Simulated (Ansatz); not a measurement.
**C2HAlF: structure from calculated spectroscopic constants**

These gas-phase data were calculated for one isomer of C2HAlF at PBE0-D3(BJ)/pcseg-1 (harmonic, unscaled wavenumbers; equilibrium rotational constants with average atomic masses):

```
rotational constants            : 23.53, 3.237, 2.846 GHz
all wavenumbers above 1500 cm⁻¹ : 2129, 2024
```

Candidates:

(1) `FC=[C][Al]`, a doublet
(2) `[C]#[C][AlH][F]`, a doublet
(3) `C#[C][Al][F]`, a doublet

Question: Which candidate do the data belong to?

Answer: Candidate (2). No mode falls between 3300 and 3560 cm⁻¹, where the ≡C–H stretch of (3) would stand. No mode falls between 2750 and 3290 cm⁻¹, where the C–H stretch of (1) would stand.

The same quantities for all candidates:

```
     rotational constants (GHz)  wavenumbers above 1500 cm⁻¹  E above the lowest, PBE0-D3(BJ)/pcseg-1 (kcal/mol)
(1)         36.11, 2.469, 2.311                   3177, 1710                                                56.1
(2)         23.53, 3.237, 2.846                   2129, 2024                                                49.0
(3)            29.8, 2.969, 2.7                   3473, 2128                                                 0.0
```

Open shells are spin-unrestricted. Programs: Ansatz 0.2.0.
